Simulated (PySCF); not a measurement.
**Dipole moment and polarisability of `C=CC[C@@H]([AsH2])CC`**

Species: C6H13As.
Cartesian coordinates in Å at the PBE0-D3(BJ)/def2-SVP level; atoms count from 1:
```xyz
20
C6H13As angstrom
C     -2.5043   -1.8494   -0.5395
C     -2.1074   -0.6513   -0.1086
C     -0.7773   -0.3672    0.5171
C      0.1207    0.5770   -0.2955
As    -0.7619    2.3577   -0.4830
C      1.5396    0.6725    0.2649
C      2.3385   -0.6232    0.1916
H     -3.4861   -1.9968   -0.9972
H     -1.8608   -2.7309   -0.4477
H     -2.7867    0.2025   -0.2267
H     -0.9254    0.0662    1.5248
H     -0.2487   -1.3224    0.6697
H      0.1687    0.1940   -1.3312
H     -0.3680    2.8368    0.9144
H      0.4484    3.0363   -1.1174
H      1.4869    1.0226    1.3114
H      2.0852    1.4573   -0.2839
H      1.9016   -1.4227    0.8090
H      2.3964   -0.9966   -0.8435
H      3.3687   -0.4675    0.5458
```

Level: PBE0/def2-SVPD (PySCF), static field, nuclei fixed, core orbitals frozen in the response. The polarisability tensor in these axes (au):

```
x   112.22   4.05   6.27
y     4.05 123.57   0.92
z     6.27   0.92  87.98
```

Task: Diagonalise the tensor; give its mean and Δα, where Δα² is half the sum of the squared differences of the eigenvalues.

Result: Principal values 86.46, 112.23 and 125.09 au; mean 107.93 au = 15.99 Å³ = 17.79 × 10⁻⁴⁰ C²·m²/J; Δα = 34.07 au (32 % of the mean).

Task: What is the dipole moment, and where does it point?

Result: (1.00, -0.62, 0.27) D, 1.21 D in size, pointing from the negative to the positive side. Measured along this direction, the outermost atoms are H10 at the negative end and H20 at the positive end.

Task: What depolarisation ratio follows for Rayleigh scattering of linearly polarised light, taking the static tensor?

Result: ρ = 3Δα²/(45ᾱ² + 4Δα²) = 3483.0/(524157 + 4644.1) = 0.00659.

Task: In TDDFT the mean static polarisability is Σ f/ω² over all singlet excitations (ω in hartree). How much of it do the 10 lowest give? Their energies (eV) and oscillator strengths: 6.06, 0.0509; 6.33, 0.0361; 6.70, 0.0334; 6.82, 0.0632; 6.83, 0.1569; 7.14, 0.1778; 7.18, 0.0082; 7.36, 0.0633; 7.51, 0.0563; 7.53, 0.0927.

Result: They add up to 11.26 au, 10.4 % of the 107.93 au; the largest single term is 2.58 au, from the state at 7.14 eV. Terms in order: 1.03, 0.67, 0.55, 1.01, 2.49, 2.58, 0.12, 0.86, 0.74, 1.21 au. Higher excitations give the rest. The strengths listed sum to 0.739.

Task: Give the eigenvalues of the traceless quadrupole moment Θ = ½Σq(3rr − r²1), origin at the centre of nuclear charge.

Result: -1.49, 0.19, 1.31 D·Å. The values depend on the origin, since the dipole doesn't vanish. The electronic extent ⟨r²⟩ about the same centre is 1546 bohr², a root-mean-square distance of 2.30 Å for the 82 electrons.

One conformer (not necessarily the lowest) at the PBE0-D3(BJ)/def2-SVP geometry, without solvent, vibrations or thermal averaging. The calculation is non-relativistic, for arsenic too.
